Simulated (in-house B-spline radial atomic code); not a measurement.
**Al: [Ne] 3s2 3p1**

All numbers are computed (non-relativistic B3LYP, spin-polarised, spherical fractional occupations; point nucleus) with a B-spline radial code for spherical atoms, not measured.

Screening seen three ways: the hydrogenic charge with the same mean radius, Z_r = [3n² - l(l+1)]/(2<r>), the one with the same energy, Z_e = n√(-2ε), and Slater's rules. Values are occupation-weighted means over spin.

```json
{"shell": "1s", "electrons": "2", "ε (eV)": "-1525.3", "<r> (bohr)": "0.1205", "Z_r": "12.45", "Z_e": "10.59", "Slater": "12.70"}
{"shell": "2s", "electrons": "2", "ε (eV)": "-113.09", "<r> (bohr)": "0.6268", "Z_r": "9.57", "Z_e": "5.77", "Slater": "8.85"}
{"shell": "2p", "electrons": "6", "ε (eV)": "-73.68", "<r> (bohr)": "0.6033", "Z_r": "8.29", "Z_e": "4.65", "Slater": "8.85"}
{"shell": "3s", "electrons": "2", "ε (eV)": "-8.554", "<r> (bohr)": "2.538", "Z_r": "5.32", "Z_e": "2.38", "Slater": "3.50"}
{"shell": "3p", "electrons": "1", "ε (eV)": "-2.7754", "<r> (bohr)": "3.502", "Z_r": "3.57", "Z_e": "1.35", "Slater": "3.50"}
```

The least bound orbital is 3p up at -2.775 eV, and it is also the most diffuse (<r> = 3.502 bohr).

The density falls to 0.001 bohr⁻³ at 4.563 bohr; Σ<r²> = 33.644 bohr² gives, by the non-relativistic formula and without the paramagnetism of open shells, a Langevin diamagnetic susceptibility of -26.65×10⁻⁶ cm³/mol.

Caution: exact exchange at fractional occupations of open shells leaves self-interaction of up to several eV.
